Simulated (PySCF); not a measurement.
Computed with PBE-D3(BJ)/def2-TZVP // CAM-B3LYP-D3(BJ)/def2-TZVP run with PySCF 2.14.0. Isolated molecules, 0 K electronic values unless said otherwise. One relaxed conformer stands for a flexible species; it need not be the lowest. Excitations are Tamm–Dancoff values on a coarser integration grid. The basis has no diffuse functions, so Rydberg states are missing or too high.

Reference species (SMILES): `[Br][Ga]([Br])[Br]` (neutral, multiplicity 1).

- T1 excitation (TDA): 4.19 eV
- HOMO–LUMO gap: 4.33 eV
- HOMO: -7.41 eV

Changed species: `[NH2][Ga]([NH2])[NH2]` (3 of 3 Br replaced by NH2; the reference has 0 of 3 Br replaced by NH2).

**Question.** Give the shifts of the T1 excitation (TDA), HOMO–LUMO gap and HOMO.

**Answer.** the T1 excitation (TDA) rises by 0.26 eV, to 4.45 eV; the HOMO–LUMO gap rises by 0.27 eV, to 4.60 eV; the HOMO increases by 2.20 eV, to -5.21 eV.
